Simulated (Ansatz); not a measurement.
Program: Ansatz. Geometries: PBE0-D4/def2-TZVP. ΔE: electronic, gas phase. CCSD(T)/CBS is extrapolated from def2-TZVPP and def2-QZVPP, frozen cores. DFT in def2-TZVPP. Each species was taken in one conformer, which may not be the lowest.

`OB(Cl)Cl` + HCl → boron trichloride + H₂O  (ligand exchange at a B–O bond)

| level | ΔE (kJ/mol) |
| --- | --- |
| CAM-B3LYP | 65.5 |
| CCSD/def2-SVP | 68.4 |

(1) What does CCSD(T)/CBS give? (Best estimate.)

(2) What do rigid-rotor, harmonic-oscillator terms from PBE0-D4/def2-TZVP frequencies (298.15 K, 1 bar) make of the CCSD(T)/CBS value? (Estimate.)

Largest T1 diagnostic among the species: 0.011.

Results:

(1) Computed: +54.4 kJ/mol. The listed levels differ from it by 11.1, 14.0 kJ/mol.

(2) The calculation gave: ΔZPE = +1.8 kJ/mol, ΔH = +57.7 kJ/mol, ΔS = -4 J/(mol·K), ΔG = +58.9 kJ/mol.

The D4 term adds −3.2 kJ/mol with B3LYP and −1.6 kJ/mol with PBE0; it sums over pairs of atoms, weighted by their polarisabilities, and B3LYP, whose exchange is more repulsive, gets the larger term. In def2-TZVPP, CCSD(T) changes the Hartree–Fock value by −13.6 kJ/mol (the triples alone add −2.9 kJ/mol) and MP2 by −19.8 kJ/mol. At CCSD(T), def2-SVP lies +12.4 kJ/mol from the extrapolated value and def2-TZVPP +3.0 kJ/mol.

B3LYP here is the variant with VWN-RPA as its local correlation; programs differ in this.
